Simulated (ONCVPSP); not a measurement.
Before and after: ONCV potential for strontium (Sr)

strontium (Sr), optimised norm-conserving Vanderbilt (ONCV), made with ONCVPSP 4.0.1 (PBE, scalar-relativistic). Core [Ar] 3d10, reference 4s2 4p6 5s2. Waves: 4s+5s: rc 2.50 bohr, ncon 3, nbas 6, qcut 5.8 1/bohr, 2 projectors; 4p: rc 2.05 bohr, ncon 3, nbas 7, qcut 6 1/bohr, 3 projectors, debl 1.4 Ha; d scattering state at 0.1 Ha: rc 2.70 bohr, ncon 4, nbas 8, qcut 4.1 1/bohr, 3 projectors, debl 2.7 Ha. Local part: polynomial inside 1.80 bohr (lpopt 1, dvloc0 6 Ha). Core correction: none.

In the d channel the program set the typed energies aside and used 0.050, 2.750, 5.450 Ha.

Change: s: rc 2.36.

Cutoffs: the cutoffs (Ha) at which the residual kinetic energy of the hardest occupied pseudo-wave falls to 1 and 0.1 mHa per electron; they do not see the model core or the augmentation charge, which bear on the density cutoff. Errors are all-electron minus pseudo energies relative to the spin-unpolarised reference configuration.

Question: Predict the effect on cutoff, ghosts and configuration errors.

Answer: The potential gets harder (8.2 Ha and 11 Ha → 9.9 Ha and 12 Ha); of the 4 tests that both files solve, the error grows in 0 and shrinks in 2 by more than 15 % and 0.3 meV (median size 0.6 → 0.4 meV); neither file shows a bound ghost. A smaller radius makes the pseudo-wave follow the all-electron one further in, where it bends more sharply, so more plane waves are needed.

```csv
quantity,base,changed
"cutoff, loose",8.2 Ha,9.9 Ha
"cutoff, tight",11 Ha,12 Ha
loose cutoff by channel,"s 8.2 Ha, p 7.4 Ha","s 9.9 Ha, p 7.4 Ha"
bound ghosts,none,none
GHOST(+) flags under 300 eV,none,none
"error for 4s2 4p6 5s1, meV [ΔE 5.89 eV]",-0.6,-0.5
"error for 4s2 4p6 5s0, meV [ΔE 16.89 eV]",-2.5,-2.0
"error for 4s2 4p6 5s1.5, meV [ΔE 2.34 eV]",-0.2,-0.2
"error for 4s2 4p6 4d1 5s1, meV [ΔE 2.32 eV]",-0.7,-0.3
p: phases at 2.08 bohr within 0.05 rad from the reference energy up to (Ha; the scan ends near 5),to the end of the scan,to the end of the scan
d: phases at 2.74 bohr within 0.05 rad from the reference energy up to (Ha; the scan ends near 5),to the end of the scan,to the end of the scan
```

Base: The cutoffs count occupied waves only; projector 2 of the d channel, the hardest unoccupied one, needs 28 Ha at the loose tolerance. Changed file: The cutoffs count occupied waves only; projector 2 of the d channel, the hardest unoccupied one, needs 28 Ha at the loose tolerance.
